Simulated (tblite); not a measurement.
Compound: C4H11NSi.
Numbering: `[CH2:1]=[CH:2][CH2:3][CH2:4][NH:5][SiH3:6]` (hydrogens: H7, H8 on C1; H9 on C2; H10, H11 on C3; H12, H13 on C4; H14 on N5; H15, H16, H17 on Si6)

Computed geometry: GFN2-xTB, gas phase.

**Question.** Give the optimised bond lengths and angles.

**Answer.** 
```json
{"bond": "C1=C2", "length (Å)": "1.320"}
{"bond": "C2–C3", "length (Å)": "1.494"}
{"bond": "C3–C4", "length (Å)": "1.540"}
{"bond": "C4–N5", "length (Å)": "1.440"}
{"bond": "N5–Si6", "length (Å)": "1.719"}
{"bond": "C1–H7", "length (Å)": "1.077"}
{"bond": "C1–H8", "length (Å)": "1.078"}
{"bond": "C2–H9", "length (Å)": "1.083"}
{"bond": "C3–H10, C3–H11", "length (Å)": "1.092"}
{"bond": "C4–H12, C4–H13", "length (Å)": "1.094"}
{"bond": "N5–H14", "length (Å)": "1.010"}
{"bond": "Si6–H15", "length (Å)": "1.474"}
{"bond": "Si6–H16, Si6–H17", "length (Å)": "1.462"}
```

Bonds in one row agree within 0.01 Å and their mean is given. A selection of angles:
```json
{"angle": "C2–C1–H7", "degrees": "122.2"}
{"angle": "C2–C1–H8", "degrees": "121.6"}
{"angle": "H7–C1–H8", "degrees": "116.2"}
{"angle": "C1–C2–C3", "degrees": "124.5"}
{"angle": "C1–C2–H9", "degrees": "120.2"}
{"angle": "C3–C2–H9", "degrees": "115.3"}
{"angle": "C2–C3–C4", "degrees": "110.6"}
{"angle": "C2–C3–H10", "degrees": "109.9"}
{"angle": "C4–C3–H10", "degrees": "108.6"}
{"angle": "H10–C3–H11", "degrees": "108.9"}
{"angle": "C3–C4–N5", "degrees": "113.3"}
{"angle": "C3–C4–H12", "degrees": "109.2"}
{"angle": "N5–C4–H12", "degrees": "107.8"}
{"angle": "N5–C4–H13", "degrees": "109.0"}
{"angle": "H12–C4–H13", "degrees": "108.2"}
{"angle": "C4–N5–Si6", "degrees": "123.0"}
{"angle": "C4–N5–H14", "degrees": "110.8"}
{"angle": "Si6–N5–H14", "degrees": "116.8"}
{"angle": "N5–Si6–H15", "degrees": "116.6"}
{"angle": "N5–Si6–H16", "degrees": "105.4"}
{"angle": "N5–Si6–H17", "degrees": "104.0"}
{"angle": "H15–Si6–H16", "degrees": "108.0"}
{"angle": "H15–Si6–H17", "degrees": "109.3"}
{"angle": "H16–Si6–H17", "degrees": "113.6"}
```

Dihedral angles: C1–C2–C3–C4 -110° (anticlinal); C2–C3–C4–N5 63° (synclinal); C3–C4–N5–Si6 80° (synclinal). The mirror-image conformer, all signs reversed, is as good.

Si6 (SiH3 silicon) is distorted tetrahedral (angles from 104.0° to 116.6°). N5 (silicon-bound nitrogen) has angles 123.0°, 116.8° and 110.8°, sum 350.6°, 0.24 Å off the plane of its three neighbours. Of the pairs four or more bonds apart, C2···H14 is among the closest relative to their van der Waals radii: 2.71 Å, 94 % of the sum of Bondi's values. The 3 C–C bonds span 1.320 Å (C1=C2, drawn double) to 1.540 Å (C3–C4, drawn single), a spread of 0.220 Å.

Point group: C1 (no symmetry element, even within 0.4 Å). Its GFN2-xTB frequencies are all real (lowest 44 cm⁻¹). The numbers are those of one conformer. 3 starts were optimised and ended at 0.00, 0.61 and 1.46 kcal/mol (GFN2-xTB); the lowest of these is shown.

Time: 0.8 s. Hardware: one thread of an Arm Neoverse V1, shared host. These figures are those of the optimisation.
